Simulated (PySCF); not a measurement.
Species: C3H13NOSi5.
Atom-mapped SMILES: `[CH3:1][CH2:2][O:3][Si@@H:4]1[SiH2:5][SiH2:6][SiH2:7][Si@H:8]1[C:9]#[N:10]`

Geometry (PBE0-D3(BJ)/def2-SVP, Å), atoms numbered from 1 in this order:
```xyz
23
C3H13NOSi5 angstrom
C      3.344   -0.041    0.593
C      1.990   -0.107    1.265
O      1.119   -1.027    0.644
Si     0.471   -0.854   -0.893
Si    -0.115    1.405   -1.241
Si    -1.748    1.739    0.436
Si    -2.430   -0.411    1.146
Si    -1.664   -1.781   -0.602
C     -2.641   -1.261   -2.098
N     -3.218   -0.856   -3.021
H      3.813   -1.036    0.568
H      4.013    0.646    1.131
H      3.256    0.322   -0.444
H      2.095   -0.428    2.314
H      1.526    0.900    1.286
H      1.326   -1.471   -1.952
H      1.035    2.350   -1.086
H     -0.717    1.565   -2.598
H     -1.154    2.484    1.591
H     -2.917    2.507   -0.091
H     -3.905   -0.512    1.361
H     -1.705   -0.799    2.394
H     -1.801   -3.256   -0.440
```

NICS is the negative of the GIAO shielding at a point without a nucleus: at the ring centre (0) and 1 Å above and below it (1); zz is the component along the ring normal. Level: GIAO KT2/pcSseg-1 (PySCF, non-relativistic, gas phase) on the PBE0-D3(BJ)/def2-SVP geometry, one conformer.

Ring bond lengths (Å): Si4–Si5 2.359, Si5–Si6 2.365, Si6–Si7 2.364, Si7–Si8 2.349, Si8–Si4 2.345.

**Question.** Give the NICS values of each ring in ppm.

**Answer.** 
```csv
ring,type,NICS(0),"NICS(1), two faces","NICS(1)zz, two faces",rms pucker (Å),"centre to ring atoms, mean (Å)"
Si4–Si5–Si6–Si7–Si8,5-membered ring with 5 Si; formal bonds all single,-2.1,-2.9 / -2.4,-0.4 / 0.0,0.37,1.95
```

**Question.** What do they say, and how far can they be read as aromaticity?

**Answer.** 
- Si4–Si5–Si6–Si7–Si8: mean NICS(1)zz -0.2 ppm, near zero. Si4, Si5, Si6, Si7, Si8 have four or more neighbours; no verdict on aromaticity is drawn.

**Question.** What field does 1 T along the ring normal induce along that normal at the first NICS(1) probe listed for ring Si4–Si5–Si6–Si7–Si8, 1 Å off the ring?

**Answer.** NICSzz × B0 = -0.4 ppm × 1 T = 0 μT.

**Question.** How shielded are the nuclei of the rings and their hydrogens (means over atoms taken as equivalent)?

**Answer.** 
| atoms | environment | σ isotropic (ppm) |
| --- | --- | --- |
| Si4 | oxygen-bound silicon | 362.0 |
| Si5 | SiH2 silicon | 483.7 |
| Si6 | SiH2 silicon | 477.0 |
| Si7 | SiH2 silicon | 467.4 |
| Si8 | SiH silicon | 461.0 |
| H16 | Si–H hydrogen | 24.91 |
| H17 | Si–H hydrogen | 27.29 |
| H18 | Si–H hydrogen | 27.36 |
| H19 | Si–H hydrogen | 27.42 |
| H20 | Si–H hydrogen | 27.17 |
| H21 | Si–H hydrogen | 27.22 |
| H22 | Si–H hydrogen | 27.48 |
| H23 | Si–H hydrogen | 26.70 |

**Question.** How do the values depend on the level or the medium?

**Answer.** 
| level | NICS(0), Si4–Si5–Si6–Si7–Si8 | mean NICS(1)zz, Si4–Si5–Si6–Si7–Si8 |
| --- | --- | --- |
| KT2/pcSseg-1, gas | -2.1 | -0.2 |
| PBE0/pcSseg-1, gas | -2.1 | -0.1 |

The geometry is the same throughout.

Time: 77 s. Hardware: an Arm Neoverse V2 with one thread, shared host. This is the whole shielding run at KT2/pcSseg-1, SCF included.
